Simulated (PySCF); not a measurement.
From one molecule to another.

First species: C4H12N2Si.
SMILES: `CNN([SiH3])C1CC1`

Second species: C3H7Cl3Si2.
SMILES with atom numbers: `[Cl:1][C:2]([Cl:3])([Cl:4])[CH:5]1[SiH2:6][CH2:7][SiH2:8]1` (hydrogens: H9 on C5; H10, H11 on Si6; H12, H13 on C7; H14, H15 on Si8)

Levels: CAM-B3LYP/def2-SVPD for dipole moment, HOMO energy, LUMO energy, HOMO–LUMO gap, static isotropic polarisability and electronic spatial extent ⟨r²⟩ about the centre of nuclear charge; TDDFT CAM-B3LYP/def2-SVPD for lowest singlet excitation; TDA CAM-B3LYP/def2-SVPD for lowest triplet excitation (Tamm–Dancoff); GFN2-xTB for rotational constant A and rotational constant C. Geometries: GFN2-xTB. Each structure is a single optimised conformer of the isolated species, non-relativistic unless stated; the electronic structure was computed with PySCF and density fitting.

The conformers computed, where there is a choice (atom-mapped SMILES and torsion angles):
- `[CH3:1][NH:2][N:3]([SiH3:4])[CH:5]1[CH2:6][CH2:7]1`: C1–N2–N3–Si4 -95°, N2–N3–C5–C6 -166°
- `[Cl:1][C:2]([Cl:3])([Cl:4])[CH:5]1[SiH2:6][CH2:7][SiH2:8]1`: Cl1–C2–C5–Si6 -52°

```csv
property,column X,column Y
dipole moment,2.50 D,1.83 D
HOMO energy,-9.56 eV,-7.51 eV
LUMO energy,0.14 eV,1.34 eV
HOMO–LUMO gap,9.70 eV,8.85 eV
lowest singlet excitation,6.32 eV,5.93 eV
lowest triplet excitation (Tamm–Dancoff),5.79 eV,5.78 eV
static isotropic polarisability,124.3 au,87.5 au
electronic spatial extent ⟨r²⟩ about the centre of nuclear charge,1986 bohr²,1015 bohr²
rotational constant A,1.225 GHz,2.488 GHz
rotational constant C,0.619 GHz,1.322 GHz
```

Problem. Which column belongs to which species?

Solution. Column X is the second species and column Y the first. The first has 19 atoms and 64 electrons, the second 15 and 104.

Problem. How does each property change from the first species to the second?

Solution. dipole moment +0.67 D; HOMO energy -2.05 eV; LUMO energy -1.20 eV; HOMO–LUMO gap +0.85 eV; lowest singlet excitation +0.39 eV; lowest triplet excitation (Tamm–Dancoff) +0.01 eV; static isotropic polarisability +36.8 au; electronic spatial extent ⟨r²⟩ about the centre of nuclear charge +971 bohr²; rotational constant A -1.263 GHz; rotational constant C -0.703 GHz.

On the first: The polarisability is 12.97 Å³ as a volume (1 au = 0.148185 Å³), or 1.37 au for each of the 64 electrons. The dipole matches unit charges of opposite sign 0.38 Å apart (1 e·Å = 4.8032 D).

On the second: No computed singlet falls in the visible range (750 to 380 nm, 1.65 to 3.26 eV); S1 lies 3.06 eV above its blue end. The dipole equals about 8.4 × 10⁻³⁰ C·m (1 D = 3.33564 × 10⁻³⁰ C·m).
